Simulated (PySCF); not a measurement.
## Cu⁺ (copper, charge +1) across methods

[Ar] 3d9 4p1, one real determinant (an excited configuration). Calculation: PySCF 2.14, in aug-cc-pVTZ-PP with ECP10MDF; scalar relativity through the core potential.

```tsv
method	E (hartree)	mean ε 3d α (eV)	mean ε 3d β (eV)	mean ε 4p α (eV)	Σ⟨r²⟩ (bohr²)	⟨S²⟩
PW91	-196.7862	-21.179	-20.039	-9.388	26.28	2.000
r2SCAN	-196.6070	-21.244	-20.007	-9.512	26.07	2.001
r2SCANh	-196.5989	-22.348	-21.078	-9.735	26.10	2.001
PBE	-196.7012	-21.084	-19.932	-9.331	26.32	2.000
LDA	-196.3144	-21.396	-20.139	-9.371	26.19	2.000
PBE0	-196.6593	-23.870	-22.607	-9.945	26.34	2.001
HSE06	-196.6538	-23.448	-22.184	-9.583	26.32	2.001
PBEsol	-196.4490	-21.083	-19.874	-9.303	26.25	2.000
UHF	-195.71846	-31.487	-29.831	-11.313	27.07	2.001
```

⟨L²⟩ = 8.01 against 12 for a pure F term, so this real determinant mixes terms. Energies and moments cover only the electrons outside the core potential.
